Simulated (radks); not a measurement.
The numbers below are computed, except where a source is named.
Coulomb parameter of the 4f shell of the thulium ion Tm3+ in the model configuration [Xe] 4f10.5 6p1.5, as a second difference U = [E(n + 0.25) + E(n - 0.25) - 2 E(n)] / (0.25)^2 with all orbitals relaxed. "Bare": the charge of the atom changes with n. "Screened": the 6p shell takes up the change at fixed total charge, which measures U(4f,4f) + U(6p,6p) - 2 U(4f,6p). Code: a radial shooting solver on a logarithmic mesh with Libxc functionals. Model: scalar-relativistic Kohn-Sham, PBE, spin-unpolarised, spherical densities, point nucleus.

| case | configuration | E - E(n) (eV) |
|---|---|---|
| start | [Xe] 4f10.5 6p1.5 | 0.000 |
| bare +0.25 | [Xe] 4f10.75 6p1.5 | -12.912 |
| bare -0.25 | [Xe] 4f10.25 6p1.5 | 14.273 |
| screened +0.25 | [Xe] 4f10.75 6p1.25 | -7.778 |
| screened -0.25 | [Xe] 4f10.25 6p1.75 | 8.458 |

U(bare) = 21.767 eV, U(screened by 6p) = 10.884 eV, against the Slater integral F0(4f,4f) = 36.036 eV with frozen orbitals.
